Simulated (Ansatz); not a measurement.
`BC1=CC1F` + `C[SeH]` → `B[SeH]` + `CC1=CC1F`  (formal exchange of groups at a B–C bond)

Calculated with Ansatz (gas phase, PBE0-D4/def2-TZVP geometries, no zero-point term in ΔE). CBS: MP2 limit from def2 TZ/QZ plus the TZ coupled-cluster correction, frozen cores. DFT in def2-TZVPP. For Se outer-core shells are correlated without core-valence functions, which leaves a few kJ/mol of doubt a bond. Scalar relativity is left out up to krypton.

Problem. Is it downhill or uphill in electronic energy at CCSD(T)/CBS, and by how much? (Estimate.)

Solution. Computed: Downhill: ΔE = -0.89 eV.

Problem. What do these levels give: LDA (SPW92), r2SCAN-D4, B97M-V, revPBE, PBE0, BHLYP, CAM-B3LYP, MP2/def2-TZVPP, CCSD/def2-TZVPP, HF/CBS(def2), MP2/CBS(def2), CCSD/CBS(def2)? (Estimate.)

Solution. Ansatz gave: LDA (SPW92) -0.92, r2SCAN-D4 -0.83, B97M-V -0.82, revPBE -0.80, PBE0 -0.87, BHLYP -0.84, CAM-B3LYP -0.84, MP2/def2-TZVPP -0.89, CCSD/def2-TZVPP -0.88, HF/CBS(def2) -0.82, MP2/CBS(def2) -0.90, CCSD/CBS(def2) -0.89 eV.

Problem. What do rigid-rotor, harmonic-oscillator terms from PBE0-D4/def2-TZVP frequencies (298.15 K, 1 bar) make of the CCSD(T)/CBS value? (Estimate.)

Solution. The calculation gave: ΔZPE = +0.05 eV, ΔH = -0.85 eV, ΔS = -12 J/(mol·K), ΔG = -0.82 eV.

Largest T1 diagnostic among the species: 0.013.

From BLYP to BHLYP (50 % exact exchange), in def2-TZVPP and without D4, ΔE moves by −0.09 eV. At CCSD(T), def2-SVP lies −0.15 eV from the extrapolated value and def2-TZVPP +0.01 eV. In def2-TZVPP, CCSD(T) changes the Hartree–Fock value by −0.04 eV (the triples alone add −0.00 eV) and MP2 by −0.05 eV.
